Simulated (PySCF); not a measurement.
Compound: C4H6O2Si.
SMILES with atom numbers: `[CH:1]#[C:2][Si@H:3]1[CH2:4][O:5][CH2:6][O:7]1` (hydrogens: H8 on C1; H9 on Si3; H10, H11 on C4; H12, H13 on C6)

Structure used (B3LYP/6-31+G*), in Å, numbered top down from 1:
```
atom  x, y, z in Å
C1     3.2429   -0.0130    0.6904
C2     2.1404   -0.1661    0.1992
Si3    0.4927   -0.4613   -0.5365
C4    -0.8227   -1.0089    0.7373
O5    -1.9303   -0.1557    0.3755
C6    -1.4535    1.1117   -0.0327
O7    -0.3298    0.9593   -0.8968
H8     4.2117    0.1308    1.1189
H9     0.6546   -1.2928   -1.7471
H10   -0.5102   -0.8168    1.7755
H11   -1.1777   -2.0395    0.6639
H12   -2.2626    1.5997   -0.5794
H13   -1.1526    1.7122    0.8407
```

Method used: B3LYP/6-31+G* geometry optimisation, gas phase in PySCF 2.14.0.

Masses are those of the commonest isotopes; rigid-rotor values at the optimised geometry. The values belong to one conformer with, in the numbering `[CH:1]#[C:2][Si@H:3]1[CH2:4][O:5][CH2:6][O:7]1`, C2–Si3–C4–O5 134°, Si3–C4–O5–C6 -36°, C4–O5–C6–O7 44°, O5–C6–O7–Si3 -29°.

Problem. Give the principal moments of inertia and the rotational constants in MHz.

Solution. Ia = 102.27, Ib = 343.94, Ic = 379.28 u·Å²; 505379 MHz·u·Å²/I gives A = 4942, B = 1469, C = 1332 MHz.

Problem. Classify the top.

Solution. A near-prolate asymmetric top. Ray's parameter κ = (2B − A − C)/(A − C) = -0.924; −1 is the prolate and +1 the oblate limit.

Problem. Is it planar, by Δ = Ic − Ia − Ib?

Solution. Not planar: Δ = Ic − Ia − Ib = -66.93 u·Å². For a rigid frame Δ = −2 Σ m c², so Σ m c² = 33.47 u·Å² lies off the ab plane: 10.11 from hydrogen and 23.36 from heavier atoms. The atom farthest from that plane is 2.14 Å away.

Problem. Give the other two planar moments, Paa and Pbb, and the rms extents of the mass along the axes.

Solution. Paa = Σ m a² = (Ib + Ic − Ia)/2 = 310.48 and Pbb = Σ m b² = (Ia + Ic − Ib)/2 = 68.80 u·Å². With the mass M = 114.01 u, the rms extents √(P/M) along a, b and c are 1.65, 0.78, 0.54 Å.

Problem. Where do the levels up to J = 3 lie, in K?

Solution. Above 0(0,0), as E/k:
J = 1: 1(0,1) 0.134, 1(1,1) 0.301, 1(1,0) 0.308
J = 2: 2(0,2) 0.403, 2(1,2) 0.563, 2(1,1) 0.583, 2(2,1) 1.083, 2(2,0) 1.083
J = 3: 3(0,3) 0.806, 3(1,3) 0.957, 3(1,2) 0.996, 3(2,2) 1.487, 3(2,1) 1.487, 3(3,1) 2.336, 3(3,0) 2.336

Problem. Which lines would a microwave search look for?

Solution. The dipole components are |μa| = 1.52 D, |μb| = 1.11 D, |μc| = 0.79 D. The squared components, which scale the intensities, stand as 1.00 : 0.53 : 0.27 (a : b : c). Some lines, for components of 0.1 D or more:

| type | branch | J(Ka,Kc) | MHz | lower level (cm⁻¹) |
| --- | --- | --- | --- | --- |
| a | Q | 3(1,2) ← 3(1,3) | 821 | 0.665 |
| b | Q | 1(1,0) ← 1(0,1) | 3609 | 0.093 |
| b | R | 1(1,1) ← 0(0,0) | 6274 | 0.000 |
| a | R | 3(0,3) ← 2(0,2) | 8390 | 0.280 |
| a | R | 3(2,2) ← 2(2,1) | 8406 | 0.753 |
| c | Q | 4(2,3) ← 4(1,3) | 9946 | 1.075 |
| a | R | 4(3,2) ← 3(3,1) | 11215 | 1.624 |
| b | R | 2(2,1) ← 1(1,0) | 16158 | 0.214 |
| b | Q | 3(3,0) ← 3(2,1) | 17687 | 1.034 |
| b | R | 3(2,1) ← 2(1,2) | 19253 | 0.392 |
| c | R | 3(3,1) ← 2(2,1) | 26112 | 0.753 |
| b | R | 4(3,1) ← 3(2,2) | 28922 | 1.033 |

Problem. Estimate the classical rotational partition function at 10 K, 50 K and 100 K.

Solution. Point group C1, symmetry number σ = 1; q = (√π/σ)·√((kT/h)³/(ABC)), k/h = 20836.6 MHz/K: 1710 at 10 K, 19200 at 50 K, 54200 at 100 K.

No B3LYP/6-31+G* frequencies stand behind this structure, so it isn't proved a minimum. Zero-point vibration and centrifugal distortion are left out.

Hardware: one thread of an Arm Neoverse N1, shared host with 64 logical CPUs at a one-minute load of 54. Cost: 72 s, 0.66 GiB resident at most. That covers the optimisation of the geometry.
